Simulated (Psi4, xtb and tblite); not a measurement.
Two geometries of B(NMe2)3, SMILES CN(B(N(C)C)N(C)C)C (C6H18BN3), relaxed at GFN2-xTB with one dihedral held; other torsions can differ between them too.

Structure A

```
28

B      0.2192    -0.0375     0.0549
N      0.6807    -1.3837     0.1791
C      1.1640    -2.1747    -0.9270
C      1.1325    -1.9435     1.4341
H      2.2586    -2.1446    -1.0140
H      0.8731    -3.2216    -0.7809
H      0.7211    -1.8238    -1.8538
H      0.6126    -2.8841     1.6533
H      2.2083    -2.1607     1.3925
H      0.9614    -1.2448     2.2454
N      0.2073     0.6320    -1.2157
C      1.3193     0.6980    -2.1315
C     -0.8718     1.4939    -1.6282
H      1.0474     0.3196    -3.1264
H      1.6502     1.7393    -2.2572
H      2.1579     0.1239    -1.7507
H     -0.5735     2.5514    -1.6623
H     -1.2041     1.2124    -2.6356
H     -1.7106     1.3850    -0.9479
N     -0.4398     0.5866     1.1673
C     -1.2843    -0.0920     2.1174
C     -0.4067     2.0091     1.3957
H     -0.9010    -0.0060     3.1439
H     -2.2912     0.3487     2.1075
H     -1.3702    -1.1417     1.8543
H     -1.4024     2.4650     1.3053
H     -0.0390     2.2195     2.4091
H      0.2633     2.4827     0.6845
```

Structure B

```
28

B     -0.1811    -0.0066     0.0376
N     -0.7822    -1.2985     0.1575
C     -0.8475    -2.2616    -0.9127
C     -1.4275    -1.7796     1.3532
H     -1.8825    -2.4634    -1.2213
H     -0.4096    -3.2149    -0.5877
H     -0.2858    -1.9022    -1.7692
H     -0.9243    -2.6675     1.7600
H     -2.4663    -2.0616     1.1345
H     -1.4372    -1.0005     2.1086
N     -0.1758     0.6690    -1.2236
C     -1.2313     0.5672    -2.1996
C      0.8802     1.5460    -1.6625
H     -0.8779     0.1233    -3.1405
H     -1.6254     1.5653    -2.4348
H     -2.0435    -0.0359    -1.8064
H      0.5272     2.5774    -1.7996
H      1.2772     1.2037    -2.6277
H      1.6896     1.5420    -0.9394
N      0.4287     0.6054     1.1779
C      1.0849    -0.1248     2.2329
C      0.4632     2.0281     1.4055
H      0.5815     0.0106     3.2001
H      2.1189     0.2276     2.3486
H      1.1096    -1.1827     1.9913
H      1.4908     2.4168     1.4159
H      0.0119     2.2655     2.3784
H     -0.1016     2.5405     0.6330
```

Problem. Which is lower in energy at the level B3LYP-D3(BJ)/def2-SVP // GFN2-xTB (Psi4 1.11), and by how much?

Solution. B is lower, by 3.09 kcal/mol (dihedral N11–B1–N2–C3: 0° in A, 30° in B).

E(B) − E(A) in kcal/mol at the other levels, on the same two geometries: GFN2-xTB (xtb and tblite) -1.94; B3LYP/def2-SVP // GFN2-xTB (Psi4) -3.16; PBE/def2-SVP // GFN2-xTB (Psi4) -3.03; PBE-D3(BJ)/def2-SVP // GFN2-xTB (Psi4) -3.00.
